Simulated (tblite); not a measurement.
Species: C5H11Al.
SMILES with atom numbers: `[CH3:1][C@@H:2]1[CH2:3][CH2:4][CH2:5][AlH:6]1` (hydrogens: H7, H8, H9 on C1; H10 on C2; H11, H12 on C3; H13, H14 on C4; H15, H16 on C5; H17 on Al6)

Computed with GFN2-xTB (tblite), gas phase: L-BFGS steps from a force-field or distance-geometry start until the largest atomic force falls under 0.01 eV/Å.

Step 33: E = -471.7740 eV
```
atom  x, y, z in Å  |  force x, y, z in eV/Å
C1      2.2613    0.0732   -0.2062    0.087   0.000   0.000
C2      0.9029   -0.0448    0.5034    0.129   0.052   0.000
C3     -0.0345   -0.9712   -0.3040    0.001  -0.010   0.021
C4     -1.5119   -0.7083    0.0157   -0.058  -0.002   0.011
C5     -1.8678    0.7706   -0.2704   -0.045  -0.023  -0.025
Al6    -0.3233    1.5412    0.7161    0.021  -0.004  -0.008
H7      2.7650   -0.8966   -0.2474   -0.040   0.044  -0.016
H8      2.9242    0.7722    0.3055   -0.067  -0.026   0.017
H9      2.1253    0.4272   -1.2299    0.031  -0.001   0.078
H10     1.0953   -0.5273    1.4770   -0.002  -0.030   0.002
H11     0.1232   -0.7868   -1.3695   -0.029   0.007  -0.006
H12     0.2009   -2.0211   -0.1161   -0.004  -0.064  -0.021
H13    -1.6942   -0.9369    1.0730    0.036   0.047  -0.001
H14    -2.1374   -1.3874   -0.5713    0.005  -0.004  -0.024
H15    -1.8116    0.9186   -1.3584   -0.049   0.035   0.001
H16    -2.9058    0.9721    0.0075   -0.023  -0.007   0.029
H17    -0.1184    2.8175    1.5651    0.007  -0.013  -0.057
```

Step 34: E = -471.7758 eV
```
atom  x, y, z in Å  |  force x, y, z in eV/Å
C1      2.2601    0.0726   -0.2043    0.085   0.004   0.007
C2      0.9022   -0.0434    0.5048    0.111   0.043  -0.001
C3     -0.0341   -0.9692   -0.3042    0.021  -0.001   0.019
C4     -1.5116   -0.7097    0.0151   -0.046  -0.014  -0.014
C5     -1.8704    0.7689   -0.2656   -0.043  -0.014  -0.008
Al6    -0.3213    1.5444    0.7127    0.005   0.007  -0.005
H7      2.7549   -0.9001   -0.2501   -0.011   0.012  -0.036
H8      2.9263    0.7611    0.3137   -0.029   0.010   0.052
H9      2.1327    0.4385   -1.2247    0.002  -0.017   0.068
H10     1.0929   -0.5308    1.4764    0.005  -0.009   0.003
H11     0.1256   -0.7846   -1.3694   -0.037   0.010  -0.006
H12     0.2032   -2.0181   -0.1155   -0.004  -0.082  -0.026
H13    -1.6969   -0.9491    1.0687    0.037   0.067   0.019
H14    -2.1310   -1.3862   -0.5790   -0.032  -0.025  -0.041
H15    -1.8221    0.9189   -1.3536   -0.044   0.036   0.002
H16    -2.9072    0.9670    0.0191   -0.025   0.001   0.031
H17    -0.1103    2.8316    1.5460    0.005  -0.028  -0.063
```

Step 35: E = -471.7774 eV
```
atom  x, y, z in Å  |  force x, y, z in eV/Å
C1      2.2605    0.0720   -0.2022    0.057   0.005   0.021
C2      0.9033   -0.0409    0.5063    0.050   0.009   0.001
C3     -0.0331   -0.9672   -0.3037    0.032   0.003   0.010
C4     -1.5120   -0.7117    0.0140   -0.013  -0.023  -0.036
C5     -1.8739    0.7668   -0.2602   -0.032  -0.004   0.010
Al6    -0.3196    1.5479    0.7096   -0.012   0.003  -0.012
H7      2.7442   -0.9041   -0.2541    0.030  -0.023  -0.049
H8      2.9288    0.7499    0.3228    0.022   0.044   0.083
H9      2.1394    0.4493   -1.2182   -0.017  -0.020   0.038
H10     1.0906   -0.5334    1.4762    0.016   0.015   0.005
H11     0.1275   -0.7819   -1.3689   -0.041   0.011  -0.002
H12     0.2059   -2.0162   -0.1155   -0.006  -0.067  -0.030
H13    -1.6996   -0.9610    1.0643    0.031   0.080   0.030
H14    -2.1251   -1.3857   -0.5884   -0.054  -0.036  -0.041
H15    -1.8326    0.9205   -1.3481   -0.040   0.034   0.005
H16    -2.9095    0.9615    0.0311   -0.025   0.008   0.030
H17    -0.1018    2.8462    1.5252    0.002  -0.037  -0.065
```

Q: Estimate the geometry and energy of step 36. (The exact step hangs on the optimiser's Hessian estimate; all steps are aligned on step 35, rigid shifts and turns removed.)

A: E = -471.7790 eV, largest force 0.135 eV/Å
```
atom  x, y, z in Å  |  force x, y, z in eV/Å
C1      2.2621    0.0716   -0.1995    0.020   0.004   0.037
C2      0.9051   -0.0384    0.5076   -0.024  -0.034   0.002
C3     -0.0317   -0.9657   -0.3032    0.028   0.000  -0.007
C4     -1.5126   -0.7141    0.0123    0.023  -0.024  -0.047
C5     -1.8777    0.7647   -0.2551   -0.017   0.002   0.022
Al6    -0.3180    1.5512    0.7062   -0.026  -0.014  -0.026
H7      2.7348   -0.9080   -0.2590    0.069  -0.047  -0.053
H8      2.9313    0.7399    0.3333    0.068   0.060   0.100
H9      2.1456    0.4594   -1.2110   -0.026  -0.015   0.007
H10     1.0883   -0.5354    1.4761    0.029   0.036   0.010
H11     0.1282   -0.7795   -1.3686   -0.035   0.012   0.003
H12     0.2084   -2.0159   -0.1164   -0.009  -0.031  -0.032
H13    -1.7011   -0.9706    1.0604    0.018   0.082   0.030
H14    -2.1207   -1.3858   -0.5979   -0.058  -0.036  -0.025
H15    -1.8439    0.9223   -1.3428   -0.037   0.032   0.011
H16    -2.9117    0.9569    0.0435   -0.022   0.010   0.030
H17    -0.0935    2.8593    1.5040    0.000  -0.037  -0.061
```

The energy changes by -0.0016 eV. The first-order estimate −F·Δx gives -0.0021 eV and the mean of the old and new forces, exact on a quadratic surface, -0.0016 eV. The step makes an angle of 78° with the force vector and moves no atom by more than 0.026 Å.

The cost below is that of the whole relaxation. On an Arm Neoverse N1 with one thread, shared host with 64 logical CPUs at a one-minute load of 60, this took 1.0 s.
